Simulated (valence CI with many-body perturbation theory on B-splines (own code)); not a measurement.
## Gd31+: electric-dipole lines

Calculated by relativistic CI+MBPT: five valence electrons over a frozen Dirac-Fock core [Ar] 3d10, a basis of 9 s, 9 p, 8 d, 6 f, 3 g, 1 h functions for each j, with the one-electron correlation potential Σ1, the two-electron term Σ2, the three-electron term Σ3, Breit, model QED; selected CI, second order for the rest (own B-spline code, finite nucleus).

No measured spectrum was set against this ion. As an estimate, large intervals hold to a few tenths of a per cent, small ones and those within an open d or f shell to about a per cent. Among the levels kept, up to 250 cm⁻¹ of a level comes from second order outside the variational space, and about a tenth of that is noise between levels of different J, which matters for small intervals.

Lines 151 to 200 of 221 in falling wavelength, among levels below 244.74 eV, chosen from the strongest by gf and those to the six lowest levels. Wavelengths and rates use the calculated energies. Electric multipoles are in the length gauge, E1 and E2 with the static RPA response of the core. Weak lines are less certain than strong ones. Lines between different terms over intervals too small for the method are left out, as are lines whose strength nearly cancels. Where a level lies close to another of its J and parity, the split of strength between their lines is uncertain. The highest levels of a list are the least certain.

Levels are named by their leading jj configuration (3d3/2^4 stands for four electrons in 3d with j = 3/2), which in mixed levels can hold well under half, so a name can repeat and another be missing. Letters in brackets count levels of one name in rising energy.

```tsv
λ vac (nm)	Upper	Lower	A (s⁻¹)	S (a.u.) with core polarisation	S without
9.437	(4s 4p1/2 4p3/2^3) J=3/2 [b]	(4s^2 4p1/2 4p3/2^2) J=3/2	3.83e+10	6.36e-02	6.76e-02
9.420	(4s 4p1/2^2 4p3/2 4d3/2) J=5/2 [b]	(4s 4p1/2^2 4p3/2^2) J=5/2	2.64e+10	6.53e-02	6.94e-02
9.352	(4s 4p1/2^2 4p3/2 4d5/2) J=5/2	(4s 4p1/2^2 4p3/2^2) J=5/2	5.86e+10	1.42e-01	1.51e-01
9.332	(4s^2 4p3/2^2 4d3/2) J=3/2 [b]	(4s^2 4p3/2^3) J=3/2	1.83e+10	2.94e-02	3.13e-02
9.306	(4s^2 4p1/2 4p3/2 4d3/2) J=5/2 [c]	(4s^2 4p1/2 4p3/2^2) J=3/2	4.94e+10	1.18e-01	1.25e-01
9.258	(4s^2 4p1/2^2 4d5/2) J=5/2	(4s^2 4p1/2^2 4p3/2) J=3/2	1.28e+11	3.01e-01	3.19e-01
9.228	(4s^2 4p1/2 4p3/2 4d3/2) J=3/2 [b]	(4s^2 4p1/2 4p3/2^2) J=3/2	6.02e+10	9.33e-02	9.95e-02
9.208	(4s^2 4p1/2 4p3/2 4d5/2) J=5/2 [a]	(4s^2 4p1/2 4p3/2^2) J=5/2	1.42e+11	3.29e-01	3.50e-01
9.185	(4s^2 4p3/2^2 4d5/2) J=5/2 [a]	(4s^2 4p3/2^3) J=3/2	3.31e+06	7.60e-06	7.97e-06
9.079	(4s^2 4p1/2 4p3/2 4d5/2) J=3/2 [b]	(4s^2 4p1/2 4p3/2^2) J=1/2	1.90e+11	2.80e-01	2.98e-01
9.073	(4s^2 4p1/2 4p3/2 4d5/2) J=3/2 [a]	(4s^2 4p1/2 4p3/2^2) J=5/2	2.52e+11	3.71e-01	3.96e-01
9.013	(4s^2 4p1/2 4p3/2 4d5/2) J=7/2 [b]	(4s^2 4p1/2 4p3/2^2) J=5/2	2.02e+11	5.84e-01	6.20e-01
8.977	(4s^2 4p1/2 4p3/2 4d3/2) J=1/2 [b]	(4s^2 4p1/2 4p3/2^2) J=3/2	9.64e+10	6.89e-02	7.34e-02
8.920	(4s^2 4p1/2 4p3/2 4d5/2) J=5/2 [a]	(4s^2 4p1/2 4p3/2^2) J=3/2	1.99e+10	4.18e-02	4.44e-02
8.841	(4s^2 4p1/2 4p3/2 4d5/2) J=1/2	(4s^2 4p1/2 4p3/2^2) J=1/2	4.56e+11	3.11e-01	3.31e-01
8.793	(4s^2 4p1/2 4p3/2 4d5/2) J=3/2 [a]	(4s^2 4p1/2 4p3/2^2) J=3/2	1.44e+11	1.93e-01	2.05e-01
8.784	(4s^2 4p1/2 4p3/2 4d5/2) J=5/2 [b]	(4s^2 4p1/2 4p3/2^2) J=5/2	1.43e+11	2.87e-01	3.05e-01
8.764	(4s^2 4p3/2^2 4d5/2) J=1/2	(4s^2 4p3/2^3) J=3/2	6.08e+11	4.04e-01	4.31e-01
8.729	(4s^2 4p1/2 4p3/2 4d5/2) J=3/2 [b]	(4s^2 4p1/2 4p3/2^2) J=5/2	1.63e+09	2.14e-03	2.31e-03
8.693	(4s^2 4p3/2^2 4d5/2) J=3/2	(4s^2 4p3/2^3) J=3/2	4.27e+11	5.54e-01	5.89e-01
8.521	(4s^2 4p1/2 4p3/2 4d5/2) J=5/2 [b]	(4s^2 4p1/2 4p3/2^2) J=3/2	3.55e+11	6.51e-01	6.93e-01
8.500	(4s^2 4p3/2^2 4d5/2) J=5/2 [b]	(4s^2 4p3/2^3) J=3/2	6.29e+11	1.14e+00	1.22e+00
8.469	(4s^2 4p1/2 4p3/2 4d5/2) J=3/2 [b]	(4s^2 4p1/2 4p3/2^2) J=3/2	2.90e+08	3.47e-04	3.67e-04
8.261	(4s^2 4p1/2 4p3/2 4d5/2) J=1/2	(4s^2 4p1/2 4p3/2^2) J=3/2	4.95e+09	2.76e-03	2.97e-03
8.205	(4s 4p1/2 4p3/2^3) J=3/2 [a]	(4s^2 4p1/2^2 4p3/2) J=3/2	1.18e+10	1.28e-02	1.37e-02
7.983	(4s^2 4p1/2 4p3/2 4d3/2) J=5/2 [a]	(4s^2 4p1/2^2 4p3/2) J=3/2	2.38e+08	3.59e-04	3.78e-04
7.973	(4s 4p3/2^4) J=1/2	(4s^2 4p1/2 4p3/2^2) J=1/2	2.62e+10	1.31e-02	1.40e-02
7.947	(4s^2 4p1/2 4p3/2 4d3/2) J=3/2 [a]	(4s^2 4p1/2^2 4p3/2) J=3/2	1.60e+09	1.59e-03	1.69e-03
7.941	(4s^2 4p1/2 4p3/2 4d3/2) J=1/2 [a]	(4s^2 4p1/2^2 4p3/2) J=3/2	1.16e+10	5.76e-03	6.15e-03
7.804	(4s^2 4p1/2 4p3/2 4d3/2) J=5/2 [b]	(4s^2 4p1/2^2 4p3/2) J=3/2	2.38e+09	3.35e-03	3.57e-03
7.638	(4s^2 4p3/2^2 4d3/2) J=1/2	(4s^2 4p1/2 4p3/2^2) J=1/2	1.30e+09	5.71e-04	6.16e-04
7.610	(4s^2 4p3/2^2 4d3/2) J=3/2 [a]	(4s^2 4p1/2 4p3/2^2) J=1/2	5.04e+10	4.39e-02	4.68e-02
7.499	(4s 4p3/2^4) J=1/2	(4s^2 4p1/2 4p3/2^2) J=3/2	6.50e+10	2.70e-02	2.89e-02
7.440	(4s 4p1/2 4p3/2^3) J=1/2	(4s^2 4p1/2^2 4p3/2) J=3/2	1.25e+11	5.09e-02	5.43e-02
7.410	(4s^2 4p3/2^2 4d5/2) J=7/2	(4s^2 4p1/2 4p3/2^2) J=5/2	3.36e+10	5.39e-02	5.75e-02
7.363	(4s^2 4p3/2^2 4d3/2) J=3/2 [a]	(4s^2 4p1/2 4p3/2^2) J=5/2	1.57e+11	1.24e-01	1.32e-01
7.332	(4s^2 4p3/2^2 4d3/2) J=5/2	(4s^2 4p1/2 4p3/2^2) J=5/2	3.81e+11	4.44e-01	4.74e-01
7.302	(4s 4p1/2 4p3/2^3) J=3/2 [b]	(4s^2 4p1/2^2 4p3/2) J=3/2	2.24e+11	1.72e-01	1.84e-01
7.223	(4s^2 4p1/2 4p3/2 4d3/2) J=5/2 [c]	(4s^2 4p1/2^2 4p3/2) J=3/2	4.86e+11	5.43e-01	5.79e-01
7.210	(4s^2 4p3/2^2 4d3/2) J=3/2 [b]	(4s^2 4p1/2 4p3/2^2) J=1/2	5.77e+11	4.27e-01	4.55e-01
7.202	(4s^2 4p3/2^2 4d3/2) J=1/2	(4s^2 4p1/2 4p3/2^2) J=3/2	5.16e+11	1.90e-01	2.03e-01
7.183	(4s^2 4p3/2^2 4d3/2) J=7/2	(4s^2 4p1/2 4p3/2^2) J=5/2	6.99e+11	1.02e+00	1.09e+00
7.177	(4s^2 4p3/2^2 4d3/2) J=3/2 [a]	(4s^2 4p1/2 4p3/2^2) J=3/2	5.13e+11	3.74e-01	3.99e-01
7.176	(4s^2 4p1/2 4p3/2 4d3/2) J=3/2 [b]	(4s^2 4p1/2^2 4p3/2) J=3/2	5.02e+11	3.67e-01	3.91e-01
7.148	(4s^2 4p3/2^2 4d3/2) J=5/2	(4s^2 4p1/2 4p3/2^2) J=3/2	2.82e+11	3.05e-01	3.25e-01
7.023	(4s^2 4p1/2 4p3/2 4d3/2) J=1/2 [b]	(4s^2 4p1/2^2 4p3/2) J=3/2	5.87e+11	2.01e-01	2.14e-01
6.988	(4s^2 4p1/2 4p3/2 4d5/2) J=5/2 [a]	(4s^2 4p1/2^2 4p3/2) J=3/2	2.41e+11	2.44e-01	2.60e-01
6.987	(4s^2 4p3/2^2 4d3/2) J=3/2 [b]	(4s^2 4p1/2 4p3/2^2) J=5/2	6.12e+06	4.12e-06	4.93e-06
6.910	(4s^2 4p1/2 4p3/2 4d5/2) J=3/2 [a]	(4s^2 4p1/2^2 4p3/2) J=3/2	1.07e+11	6.96e-02	7.42e-02
6.904	(4s^2 4p3/2^2 4d5/2) J=5/2 [a]	(4s^2 4p1/2 4p3/2^2) J=5/2	6.98e+08	6.80e-04	7.21e-04
```
